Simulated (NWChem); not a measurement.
Molecule: boric acid (H₃BO₃); SMILES OB(O)O

```xyz
7

O     -1.0724     0.8724     0.0000
B     -0.0342    -0.0038     0.0000
O      1.2444     0.5000     0.0000
O     -0.3495    -1.3323     0.0000
H     -0.7566     1.7804     0.0000
H      1.9455    -0.1551     0.0000
H      0.4027    -1.9267     0.0000
```
Atoms are numbered in this order, from 1.

Results from NWChem. Structure relaxed at the PBE0/def2-SVP level. Total energies compare along this basis series because the functional is fixed.

```json
[
 {"level": "Hartree-Fock/def2-SVP", "basis functions": "71", "energy (Ha)": "-250.9948", "highest occupied level (eV)": "(withheld)", "orbital gap (eV)": "(withheld)", "dipole (D)": "(withheld)"},
 {"level": "Hartree-Fock/def2-SVPD", "basis functions": "113", "energy (Ha)": "-251.0167", "highest occupied level (eV)": "-13.78", "orbital gap (eV)": "15.10", "dipole (D)": "3.22"},
 {"level": "Hartree-Fock/def2-TZVP", "basis functions": "142", "energy (Ha)": "-251.3012", "highest occupied level (eV)": "-13.67", "orbital gap (eV)": "16.39", "dipole (D)": "3.24"},
 {"level": "Hartree-Fock/def2-TZVPP", "basis functions": "166", "energy (Ha)": "-251.3059", "highest occupied level (eV)": "-13.67", "orbital gap (eV)": "16.37", "dipole (D)": "3.18"}
]
```

Problem. What belongs in the gaps?

Solution. 
- Hartree-Fock/def2-SVP, highest occupied level (eV): -13.49
- Hartree-Fock/def2-SVP, orbital gap (eV): 17.47
- Hartree-Fock/def2-SVP, dipole (D): 3.39
